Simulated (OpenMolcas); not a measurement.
# Br VI: effect of the active space

```yaml
Program: OpenMolcas
Method: MS-CASPT2 or its RAS form, IPEA 0.25 Eh, imaginary shift 0.1 Eh
Basis: ANO-RCC
Scalar_Hamiltonian: DKH2, point nucleus
Spin-orbit_coupling: state interaction with AMFI integrals over the reference wave functions, term energies averaged over their components
```

A. 2 electrons in 8 orbitals (4s 4p 5s 5p); 2S+1 = 3 even, 3 roots; 2S+1 = 1 even, 7 roots; 2S+1 = 3 odd, 3 roots; 2S+1 = 1 odd, 3 roots; closed shells correlated: 3d; CASPT2 step roughly 21 core-seconds
B. 2 electrons in 9 orbitals (RAS2 4s 4p; RAS3 4d, at most 2 electrons); 2S+1 = 3 even, 3 roots; 2S+1 = 1 even, 7 roots; 2S+1 = 3 odd, 3 roots; 2S+1 = 1 odd, 3 roots; closed shells correlated: 3d; CASPT2 step about 26 core-seconds

Energies in cm-1 above 4s2 1S0, the measured ground level; measured values from Moore, Atomic Energy Levels, vol. II, NSRDS-NBS 35 (1971 reprint of NBS Circular 467, 1952).

```
      Level       A       B  Measured
    4s2 1S0     0.0     0.0       0.0
4s 4p 3P* 0  102252  102316    104316
4s 4p 3P* 1  104176  104231    106431
4s 4p 3P* 2  108530  108573    111336
4s 4p 1P* 1  151854  151533    151274
    4p2 3P0  242681  242696    244136
    4p2 3P1  245494  245513    247406
```

Deviations, from unrounded energies. A percentage is the sum of absolute deviations over the sum of measured energies, with the sign that they share, or ± where signs differ.

| Against measurement | Levels | A | B |
| --- | --- | --- | --- |
| mean absolute deviation (cm-1) | 6 | 1800 | 1800 |
| other configurations (%) | 6 | ±1.1 | ±1.1 |

A, B lie about equally close to measurement. The largest miss of B in the table is 4s 4p 3P* 2, by -2800 cm-1. The ranking rests on the paired levels alone, and a cruder setting can come out closer through cancelling errors.

Between A and B the level of the table that moves most is 4s 4p 1P* 1, by 320 cm-1 (lowest in B, highest in A).

Over all roots computed the reference weight is 0.92 to 0.99 in A; the roots of lowest weight are the least certain, and an intruder state may touch them. Active for correlation alone: 5p 5s; no level in the range computed is led by a configuration that fills them, so any true level of that kind is missing (holds for A). The ¹D term of p² mixes with s d, which this space lacks (holds for A). Active for correlation alone: 4d; no level in the range computed is led by a configuration that fills it, so any true level of that kind is missing (holds for B). Some terms mix strongly with configurations of 4d, whose occupation reaches 0.18 (4p2 1D) (holds for B). Computed and measured levels are paired by configuration, term and J; levels that our copy of the source lacks, or whose pairing is in doubt (as where it misses far off the trend of its configuration), stay unpaired and out of the deviations. Only configurations of the active space appear. Levels that lie high or do not pair safely by name in every column are left out.

* marks odd parity.
